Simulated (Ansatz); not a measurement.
C$_{4}$H$_{5}$I, SMILES `C=C=C(C)I`, relaxed with RKS PBE-D4/def2-SVP in the Gaussian-basis code of Ansatz from a rough embedded geometry. The force threshold is 0.03 eV/Å; the program also tests the step.

Total charge 0; spin multiplicity 1. I takes the def2 core potential.

Start:

```xyz
10

C    -0.951   -0.738    1.676
C    -0.481   -0.492    0.564
C     0.023   -0.234   -0.579
C     0.892    0.939   -0.973
I    -0.480   -1.500   -2.156
H    -1.923   -1.322    1.823
H    -0.486   -0.437    2.609
H     1.860    0.585   -1.319
H     0.443    1.642   -1.644
H     1.104    1.556   -0.002
```

**Question.** By how much does the energy fall, and how many steps does the optimiser take? (An estimate is asked.)

**Answer.** Ansatz gave: 183.17 kJ/mol, in 8 steps, 1 of them rejected.

**Question.** Which bonds change most? (An estimate is asked.)

**Answer.** The calculation gave: C1–C2 from 1.231 to 1.319 Å; C3–I5 from 2.084 to 2.159 Å; C4–H10 from 1.170 to 1.108 Å; C1–H6 from 1.144 to 1.104 Å.

**Question.** Give the relaxed structure. (Best estimate.)

**Answer.** The calculation gave: 
```xyz
10

C    -0.991   -0.779    1.762
C    -0.463   -0.505    0.585
C     0.073   -0.221   -0.579
C     0.845    1.007   -0.964
I    -0.163   -1.677   -2.156
H    -2.025   -0.483    2.015
H    -0.418   -1.318    2.538
H     1.870    0.743   -1.297
H     0.355    1.537   -1.805
H     0.917    1.696   -0.099
```
